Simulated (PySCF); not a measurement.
A run for PySCF: R-B3LYP/3-21G on CH6OSi (SMILES CO[SiH3]), a point of a torsion scan.

```python
from pyscf import gto, scf, dft, mp
from pyscf.data.elements import chemcore

mol = gto.M(
    atom='''
    C     1.31609371   -0.05911189    0.12788971
    O     0.47579937   -0.09642502   -0.98197812
    Si   -0.82170133   -1.02788190   -1.25605791
    H     1.79463165   -1.02865203    0.28990859
    H     2.08561989    0.69262665   -0.05441982
    H     0.76077467    0.20935474    1.03054072
    H    -0.47097113   -2.45215742   -1.23308511
    H    -1.17871700   -0.53334897   -2.57379753
    H    -1.85886974   -0.81126883   -0.24141105
    ''',
    basis='3-21g',
    charge=0, spin=0, verbose=3, max_memory=1800)
mf = dft.RKS(mol, xc='b3lyp')
mf.conv_tol = 1e-8
mf.max_cycle = 100
mf.kernel()
if not mf.converged:
    mf = mf.newton().run(mf.mo_coeff, mf.mo_occ)
```

Program output:

```
converged SCF energy = -404.267788674614
```

The calculation finished and met its thresholds.

Cost: roughly 3 core-seconds.
